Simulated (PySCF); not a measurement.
## One molecule, a ladder of functionals, a line

Molecule: SMILES C1C[SiH2][SiH2]C1, C3H10Si2.

Cartesian coordinates in Å; atom numbers follow the order of the lines, from 1:
```xyz
15

C    -0.7408   -0.3044   -1.0655
C    -1.1309    0.8790   -0.1678
Si    0.4058    1.4623    0.8051
Si    1.4375   -0.6415    0.6835
C    -0.0168   -1.4111   -0.2848
H    -1.6354   -0.7139   -1.5657
H    -0.0837    0.0565   -1.8779
H    -1.5815    1.6969   -0.7518
H    -1.8915    0.5585    0.5660
H     1.1450    2.5432    0.0798
H     0.0700    1.9586    2.1753
H     2.7007   -0.6469   -0.1199
H     1.7021   -1.3322    1.9831
H    -0.7062   -1.8667    0.4478
H     0.3170   -2.2223   -0.9509
```

GIAO shieldings (ppm, equivalent atoms averaged) in PySCF 2.14.0 with density-fitted response routines on the PBE0-D3(BJ)/def2-SVP geometry, basis pcSseg-1, gas phase, non-relativistic:

| functional | exact exchange (%) | σ(C1) | σ(C2/C5) | σ(Si3/Si4) |
| --- | --- | --- | --- | --- |
| BLYP | 0 | 144.6 | 160.9 | 390.3 |
| BP86 | 0 | 150.0 | 166.0 | 401.0 |
| PBE | 0 | 150.2 | 166.3 | 403.1 |
| B3LYP | 20 | 150.6 | 166.4 | 402.8 |
| PBE0 | 25 | 156.9 | 172.7 | 417.7 |
| mPW1PW91 | 25 | 156.1 | 171.7 | 415.2 |
| HF | 100 | 168.5 | 183.0 | 452.8 |

(1) Fit each shielding as a line in the percentage of exact exchange.

(2) What does the line predict for BHandHLYP (50 %), and what does the run give?

## Answers

(1) σ(C1) = 148.9 + 0.20 x (rms 2.4 ppm); σ(C2/C5) = 165.0 + 0.19 x (rms 2.4 ppm); σ(Si3/Si4) = 398.5 + 0.55 x (rms 5.0 ppm). The functionals also differ in their semilocal parts, which the line can't hold; Hartree–Fock has no correlation at all.

(2) σ(C1): 158.9 predicted, 157.9 computed; σ(C2/C5): 174.5 predicted, 173.2 computed; σ(Si3/Si4): 426.0 predicted, 421.0 computed ppm.
